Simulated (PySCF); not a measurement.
NbBr5, SMILES [Nb]([Br])([Br])([Br])([Br])[Br], multiplicity 1. The structure is a stationary point at PBE0-D3(BJ)/def2-SVP. The multiplicity is an assumed one; other spin states were not compared. The def2 effective core potentials stand for the cores of Nb; spin–orbit coupling is left out.

Computed equilibrium geometry at PBE0-D3(BJ)/def2-SVP (PySCF confirms it by a frequency run) as Cartesian coordinates in Å, and its point group:
point group D3h.
```xyz
6

Nb     0.0000     0.0000     0.0000
Br     2.4252     0.0000     0.0000
Br     0.0000     0.0000     2.4758
Br     0.0000     0.0000    -2.4758
Br    -1.2126    -2.1003     0.0000
Br    -1.2126     2.1003     0.0000
```
Charge 0, spin multiplicity 1.
